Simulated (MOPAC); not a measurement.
Input for MOPAC: PM3 on BHI2 (SMILES IBI), a point of a bond scan (R = 2.114 Å).

```
PM3 1SCF PRECISE CHARGE=0 THREADS=1
BHI2

B     -0.70417345 1    -0.42698726 1    -0.46384859 1
H     -1.58315679 1    -0.95997341 1    -1.04284684 1
I     -0.40433109 1     1.64311813 1    -0.76702914 1
I      0.50063343 1    -1.58472360 1     0.83046480 1
```

The log:

```
*******************************************************************************
 **                                                                           **
 **                              MOPAC v23.2.5                                **
 **                                                                           **
 *******************************************************************************
 ** MOPAC's Digital Object Identifier: https://doi.org/10.5281/zenodo.6511958 **
 **                                                                           **
 ** Please cite the open-source release paper for use of this MOPAC version:  **
 ** J. E. Moussa and J. J. P. Stewart (2026)                                  **
 ** MOPAC: An open-source semiempirical molecular orbital program             **
 ** J. Open Source Softw., 11(119), 8025, https://doi.org/10.21105/joss.08025 **
 *******************************************************************************

                              PM3 CALCULATION RESULTS

 *******************************************************************************
 *  PM3        - The PM3 Hamiltonian to be used
 *
 *
 *
 *                 CHARGE ON SYSTEM = 0
 *
 *
 *
 *  PRECISE    - TIGHTER CRITERIA TO BE USED
 *  1SCF       - DO 1 SCF AND THEN STOP
 *  THREADS=1  - MULTI-THREADING NOT USED
 *  T=         - A TIME OF 172800.0 SECONDS REQUESTED
 *  DUMP=N     - RESTART FILE WRITTEN EVERY 7200.0 SECONDS REQUESTED
 *******************************************************************************
PM3 1SCF PRECISE CHARGE=0 THREADS=1
 BHI2

   ATOM   CHEMICAL          X               Y               Z
  NUMBER   SYMBOL      (ANGSTROMS)     (ANGSTROMS)     (ANGSTROMS)

     1       B         -0.70417345  *  -0.42698726  *  -0.46384859  *
     2       H         -1.58315679  *  -0.95997341  *  -1.04284684  *
     3       I         -0.40433109  *   1.64311813  *  -0.76702914  *
     4       I          0.50063343  *  -1.58472360  *   0.83046480  *



          CARTESIAN COORDINATES

    NO.       ATOM           X           Y           Z

     1         B         -0.7042     -0.4270     -0.4638
     2         H         -1.5832     -0.9600     -1.0428
     3         I         -0.4043      1.6431     -0.7670
     4         I          0.5006     -1.5847      0.8305

  H: (PM3): J. J. P. STEWART, J. COMP. CHEM. 10, 209 (1989).
  B: (PM3): J. J. P. STEWART, J. MOL. MOD., 10, 155-164 (2004)
  I: (PM3): J. J. P. STEWART, J. COMP. CHEM. 10, 209 (1989).

           Empirical Formula: H B I2  =     4 atoms



      MOLECULAR POINT GROUP   :   C2v


      RHF CALCULATION, NO. OF DOUBLY OCCUPIED LEVELS = 9


 -------------------------------------------------------------------------------
 PM3 1SCF PRECISE CHARGE=0 THREADS=1
 BHI2



     1SCF WAS SPECIFIED, SO BFGS WAS NOT USED
     SCF FIELD WAS ACHIEVED


                              PM3 CALCULATION
                                                       MOPAC v23.2.5 Linux




          FINAL HEAT OF FORMATION =         65.44446 KCAL/MOL =     273.81963 KJ/MOL


          COSMO AREA              =        124.78 SQUARE ANGSTROMS
          COSMO VOLUME            =        115.04 CUBIC ANGSTROMS

          IONIZATION POTENTIAL    =          9.779271 EV
          HOMO LUMO ENERGIES (EV) =         -9.779 -1.327
          NO. OF FILLED LEVELS    =          9
          MOLECULAR WEIGHT        =        265.6269         POINT GROUP:  C2v

          MOLECULAR DIMENSIONS (Angstroms)

            Atom       Atom       Distance
            I     4    I     3     3.71348
            H     2    I     3     2.18959
            B     1    I     4     0.00000


          SCF CALCULATIONS        =          1





   ATOM   CHEMICAL          X               Y               Z
  NUMBER   SYMBOL      (ANGSTROMS)     (ANGSTROMS)     (ANGSTROMS)

     1       B         -0.70417345  *  -0.42698726  *  -0.46384859  *
     2       H         -1.58315679  *  -0.95997341  *  -1.04284684  *
     3       I         -0.40433109  *   1.64311813  *  -0.76702914  *
     4       I          0.50063343  *  -1.58472360  *   0.83046480  *

                             CARTESIAN COORDINATES

   1    B       -0.704173450    -0.426987260    -0.463848590
   2    H       -1.583156790    -0.959973410    -1.042846840
   3    I       -0.404331090     1.643118130    -0.767029140
   4    I        0.500633430    -1.584723600     0.830464800


           Empirical Formula: H B I2  =     4 atoms



      MOLECULAR POINT GROUP   :   C2v


                  EIGENVALUES
 -21.77433 -14.87633 -14.57051 -13.40584 -12.77662 -10.63813  -9.89615  -9.81787
  -9.77927  -1.32741  -0.24131  -0.21852   3.35667


              NET ATOMIC CHARGES AND DIPOLE CONTRIBUTIONS

  ATOM NO.   TYPE          CHARGE      No. of ELECS.   s-Pop       p-Pop
    1          B          -0.059720        3.0597     1.28178     1.77794
    2          H           0.076702        0.9233     0.92330
    3          I          -0.008578        7.0086     1.95425     5.05433
    4          I          -0.008404        7.0084     1.95428     5.05412
 DIPOLE           X         Y         Z       TOTAL
 POINT-CHG.    -0.385    -0.235    -0.253     0.517
 HYBRID         0.002     0.001     0.001     0.003
 SUM           -0.383    -0.233    -0.252     0.514


          ATOMIC ORBITAL ELECTRON POPULATIONS

     Atom    s        px        py        pz
    1  B   1.28178   0.58777   0.73545   0.45472
    2  H   0.92330
    3  I   1.95425   1.93362   1.21881   1.90189
    4  I   1.95428   1.71695   1.68723   1.64994

 **********************
 *                    *
 * JOB ENDED NORMALLY *
 *                    *
 **********************




 == MOPAC DONE ==
```

The run finished.

Cost: about 0.04 core-seconds (a rough figure).
